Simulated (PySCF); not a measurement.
Si(I)2(OH)2, SMILES O[Si](O)(I)I at its B3LYP/def2-SVP optimised geometry (Å):

```
7

O     -0.9846     0.6928     0.0000
Si    -0.5586    -0.9023     0.0000
O     -1.1292    -1.7413    -1.3024
I      1.9000    -0.9023     0.0000
I     -1.5179    -2.0391     1.9578
H     -1.9000     0.9023     0.2304
H     -0.6797    -1.5985    -2.1466
```

Level of theory: B3LYP/def2-TZVP, def2 effective core potentials past Kr (PySCF 2.14.0). The core electrons that the potentials of I replace are not part of the density.

Map of the log10 of the electron density (e/bohr³), floored at −4 on the plane z = 1.2 Å:

```
|00000000000000000000000000000|
|00000000000000000000000000000|
|00000000000000000000000000000|
|00000000000000000000000000000|
|00000000000000000000000000000|
|00000000000000000000000000000|
|00000000111111000000000000000|
|00000012223322110000000000000|
|00000123334443221000110000000|
|00001234445554322112222110000|
|00002344555655432223333221100|
|00012345566665433334444332110|
|00012345566665444444555443210|
|00012344566665544555665544321|
|00122344556665555566666654321|
|01223445566666555667777665432|
|01234556677776666677777765432|
|12345567777777666677887765432|
|12345677888887666677787765432|
|23456788899887666667777665432|
|23456789999887665566776654421|
|23456789999887655556666554321|
|23456789999887654445555443210|
|23456788998876544344444432210|
|12345678888776543333333322100|
|12345667777665433222222211000|
|01234556666654432111111100000|
|01123445555543321000000000000|
|00112334444332210000000000000|
```
Scale: ten equal steps from -4.00 (start of '0') to -0.620 (end of '9'), in the order '0123456789'; x runs from -4.00 to 4.00, y from -4.00 (bottom) to 4.00 (top).
